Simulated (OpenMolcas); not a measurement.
Systems:
- [VF6]4-, a model complex in vacuum: octahedral, V–F 2.06 Å; shape imposed, not necessarily the one it adopts

Method: state-averaged CASSCF on the open d shell with SC-NEVPT2, ANO basis sets as named, scalar-relativistic DKH2, RICD, in OpenMolcas. State energies are spin-free and vertical. Orbital splittings and repulsion parameters are fits to the integrals of the highest spin's CASSCF orbitals. Times are rough, from shared cores.

```csv
case,ground state,first state of the same spin (cm⁻¹),first state of another spin (cm⁻¹),d-orbital splitting (cm⁻¹),Racah B (cm⁻¹),basis functions,relative time
ANO-RCC-VDZP,4A2g,4T2g 11520,2Eg(1) 13900,11210,948,118,1
ANO-RCC-VTZP on V and ANO-RCC-VDZ on F,4A2g,4T2g 11390,2Eg(1) 13380,11170,956,113,1
ANO-RCC-VTZP on V and ANO-RCC-VDZP on F,4A2g,4T2g 11330,2Eg(1) 13240,11200,954,143,2
ANO-RCC-VQZP on V and ANO-RCC-VDZP on F,4A2g,4T2g 11330,2Eg(1) 12880,11230,952,179,4
```

No ligand orbital and no second metal shell is active in the minimal space. Bond lengths were set by rule and not optimised; energies are vertical at this geometry. Anions stand alone here, with no counter-ions or solvent.
